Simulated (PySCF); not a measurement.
# Gallium: a sound run and one with changed settings

Sound run: Ga(2+) [Ar] 3d10 4s1, Ga(3+) [Ar] 3d10. Calculation: PySCF 2.14, in Sapporo-DKH3-DZP-2012; the spin-free X2C one-electron Hamiltonian (Gaussian nucleus). The sound run starts from symmetry-adapted Hartree-Fock orbitals and uses a fine grid where one is needed.

A second run was set up differently.

| species | method | sound run (hartree) | changed run (hartree) | converged |
| --- | --- | --- | --- | --- |
| Ga(2+) | UHF | -1941.23783 | -1941.23783 | yes |
| Ga(2+) | B3LYP | -1942.85831 | -1942.85474 | yes |
| Ga(2+) | r2SCAN | -1942.78368 | -1942.94180 | yes |
| Ga(3+) | UHF | -1940.14709 | -1940.14709 | yes |
| Ga(3+) | B3LYP | -1941.69753 | -1941.69478 | yes |
| Ga(3+) | r2SCAN | -1941.63387 | -1941.78941 | yes |

Ionisation energy of Ga(2+):

| method | sound run (eV) | changed run (eV) |
| --- | --- | --- |
| UHF | 29.680 | 29.680 |
| B3LYP | 31.586 | 31.564 |
| r2SCAN | 31.288 | 31.358 |

Problem. What was changed?
A. all electrons correlated in a valence basis
B. radial grid too coarse
C. level shift left on
D. basis contracted for another Hamiltonian

Solution. B. It used radial step 0.5 in ln r (0.13 in the sound run). A coarse radial grid mis-integrates the density and the exchange-correlation energy, with errors of either sign; Hartree-Fock needs no grid.
